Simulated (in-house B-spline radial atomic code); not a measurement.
Successive ionisation energies of dysprosium; each step leads to the configuration of the next row (after the last: [Ne] 3s2 3p1/2(2) 3p3/2(2)). Dirac energy differences include first-order Breit, QED and recoil terms. NIST's values go from ground level to ground level; the uncertainty of those that are theory runs from under 0.1 % in few-electron ions to several per cent in heavy many-electron ones. Computed with a B-spline radial code for spherical atoms: Dirac-Hartree-Fock, jj configuration that fills j = l - 1/2 first, finite nuclei.

A number in brackets counts the electrons of a j subshell.

```
  ion               configuration  ionisation energy (eV)  tabulated value (eV)  computed minus tabulated (eV)  highest orbital  largest mean radius (bohr)
Dy38+                   [Ar] 3d10                  2882.9                  2882                              1            3d5/2                      0.2308
Dy39+      [Ar] 3d3/2(4) 3d5/2(5)                  2991.8                  2987                              5            3d5/2                     0.22932
Dy40+      [Ar] 3d3/2(4) 3d5/2(4)                  3102.3                  3098                              4            3d5/2                     0.22784
Dy41+      [Ar] 3d3/2(4) 3d5/2(3)                  3214.3                  3217                             -3            3d5/2                     0.22639
Dy42+      [Ar] 3d3/2(4) 3d5/2(2)                       ?                     ?                              ?                ?                           ?
Dy43+      [Ar] 3d3/2(4) 3d5/2(1)                  3443.0                  3445                             -2            3d5/2                     0.22351
Dy44+               [Ar] 3d3/2(4)                  3607.2                  3607                              0            3d3/2                     0.22209
Dy45+               [Ar] 3d3/2(3)                  3726.7                  3725                              2            3d3/2                     0.22072
Dy46+               [Ar] 3d3/2(2)                  3847.9                  3852                             -4            3d3/2                     0.21951
Dy47+               [Ar] 3d3/2(1)                       ?                     ?                              ?                ?                           ?
Dy48+                [Ne] 3s2 3p6                       ?                     ?                              ?                ?                           ?
Dy49+  [Ne] 3s2 3p1/2(2) 3p3/2(3)                  4410.7                  4407                              4            3p3/2                     0.21619
```

**Question.** Fill in the row of Dy42+.

**Answer.** ionisation energy (eV): 3327.9; tabulated value (eV): 3331; computed minus tabulated (eV): -3; highest orbital: 3d5/2; largest mean radius (bohr): 0.22494.

**Question.** Fill in the row of Dy47+.

**Answer.** ionisation energy (eV): 3970.6; tabulated value (eV): 3970; computed minus tabulated (eV): 1; highest orbital: 3d3/2; largest mean radius (bohr): 0.2183.

**Question.** Fill in the row of Dy48+.

**Answer.** ionisation energy (eV): 4302.7; tabulated value (eV): 4303; computed minus tabulated (eV): 0; highest orbital: 3p3/2; largest mean radius (bohr): 0.21711.
